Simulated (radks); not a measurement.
Excited configurations of the boron ion B+: one electron is placed in a higher orbital outside [He] 2s1. The ground configuration is [He] 2s2. Method: scalar-relativistic Kohn-Sham, r2SCAN, spin-polarised, spherical densities, finite nucleus; open shells are filled with parallel spins first; meta-GGA in the generalised Kohn-Sham scheme; Fermi nuclear charge, rms radius 2.406 fm; computed with a radial shooting solver on a logarithmic mesh with Libxc functionals. Excitation = E - E(ground); binding = E(ion) - E, where the ion is the core of charge +2; n* = 2/sqrt(2 binding) in atomic units, and the quantum defect is n - n*.

outer orbital  excitation (eV)  binding (eV)     n*  quantum defect  <r> (bohr)
2p                       4.096        20.171  1.643           0.357       1.805
3s                      15.272         8.995  2.460           0.540       4.648
3d                      18.015         6.252  2.950           0.050       4.908
4s                      19.682         4.585  3.445           0.555       9.026
4d                      20.608         3.659  3.857           0.143       9.781
5d                      21.895         2.372  4.790           0.210       16.12
5f                      22.038         2.229  4.941           0.059       15.67

The Delta-SCF ionisation energy is 24.267 eV (NIST Atomic Spectra Database: 25.155 eV, measured). Self-interaction in the functional shifts the binding energies and quantum defects, so they are the method's values and not measured ones.
